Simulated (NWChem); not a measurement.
A series in which one site is exchanged, each optimised at PBE0/def2-SVP with NWChem, gas phase unless a solvent is named. For some, no frequency run checked for a minimum. def2 effective core potentials on Hf; no spin-orbit coupling.

A: [F][Ti]([F])([F])[Cl] (TiClF₃; site = Ti)
B: [F][Ge]([F])([F])[Cl] (GeClF3; site = Ge)
C: FC(F)(F)Cl (CClF3; site = C)
D: [F][Hf]([F])([Cl])[F] (HfClF3; site = Hf)

**Question.** Rank them by static polarisability, CAM-B3LYP/def2-SVPD (bohr³), lowest first.

**Answer.** C (30.9), B (40.1), A (47.0), D (48.5)
